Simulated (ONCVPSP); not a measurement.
**Which change was made? (Yb, ONCV)**

```
Element                 : Yb (Z = 70)
Generator               : ONCVPSP 4.0.1
Type                    : optimised norm-conserving Vanderbilt (ONCV)
Functional              : BLYP
Relativity              : scalar-relativistic
Frozen core             : [Kr] 4d10
Valence charge          : 24
Reference configuration : 4f14 5s2 5p6 6s1.5 (charge +0.5)
Partial waves           : 5s+6s: rc 2.25 bohr, ncon 3, nbas 6, qcut 6.1 1/bohr, 2 projectors; 5p: rc 1.40 bohr, ncon 4, nbas 7, qcut 5.4 1/bohr, 3 projectors, debl 1.5 Ha; d scattering state at 0.04 Ha: rc 2.40 bohr, ncon 4, nbas 9, qcut 4.7 1/bohr, 2 projectors, debl 2.1 Ha; 4f: rc 1.10 bohr, ncon 4, nbas 9, qcut 13.1 1/bohr, 1 projector
Local potential         : polynomial inside 0.90 bohr (lpopt 5, dvloc0 6 Ha)
Core correction         : polynomial model core, fcfact 0.15
```

In the d channel the program set the typed energies aside and used 0.050, 2.150 Ha.

Cutoffs, loose and tight: the cutoffs (Ha) at which the residual kinetic energy of the hardest occupied pseudo-wave falls to 1 and 0.1 mHa per electron. They do not see the model core or the augmentation charge, which bear on the density cutoff. Test errors are all-electron minus pseudo excitation energies from the reference, over the configurations 4f14 5s2 5p6 6s2; 4f14 5s2 5p6 6s1; 4f14 5s2 5p6 6s0; 4f14 5s1 5p6 6s2; variants that change the core or the reference have their own tests.

The base gives: outcome: generated, projector energies reset by the program; cutoff, loose: 118 Ha; cutoff, tight: 297 Ha; bound ghosts: s, p; GHOST(+) flags above zero: p, d; largest test error (meV): tests left out (the all-electron energies of this program are off by 10 to 40 meV for near-neutral 4f atoms).

After one change the result is: outcome: generated, projector energies reset by the program; cutoff, loose: 344 Ha; cutoff, tight: 465 Ha; bound ghosts: s, p; GHOST(+) flags above zero: p, d; largest test error (meV): tests left out (the all-electron energies of this program are off by 10 to 40 meV for near-neutral 4f atoms). Which change was it?
A. all radii but the core radius scaled by about 0.77 (s 1.72, p 1.08, d 1.84, f 0.84 bohr); local potential polynomial inside 0.70 bohr (lpopt 5, dvloc0 6 Ha)
B. all radii but the core radius scaled by about 0.90 (s 2.02, p 1.26, d 2.16, f 0.98 bohr); local potential polynomial inside 0.80 bohr (lpopt 5, dvloc0 6 Ha)
C. all radii but the core radius scaled by about 1.34 (s 3.02, p 1.88, d 3.22, f 1.48 bohr); local potential polynomial inside 1.20 bohr (lpopt 5, dvloc0 6 Ha)

B. The others give: all radii but the core radius scaled by about 1.34 (s 3.02, p 1.88, d 3.22, f 1.48 bohr); local potential polynomial inside 1.20 bohr (lpopt 5, dvloc0 6 Ha) → outcome: generated, projector energies reset by the program; cutoff, loose: 67 Ha; cutoff, tight: 74 Ha; bound ghosts: none; GHOST(+) flags above zero: none; largest test error (meV): tests left out (the all-electron energies of this program are off by 10 to 40 meV for near-neutral 4f atoms) | all radii but the core radius scaled by about 0.77 (s 1.72, p 1.08, d 1.84, f 0.84 bohr); local potential polynomial inside 0.70 bohr (lpopt 5, dvloc0 6 Ha) → outcome: generated, projector energies reset by the program; cutoff, loose: 517 Ha; cutoff, tight: 796 Ha; bound ghosts: s, p; GHOST(+) flags above zero: p, d; largest test error (meV): tests left out (the all-electron energies of this program are off by 10 to 40 meV for near-neutral 4f atoms).
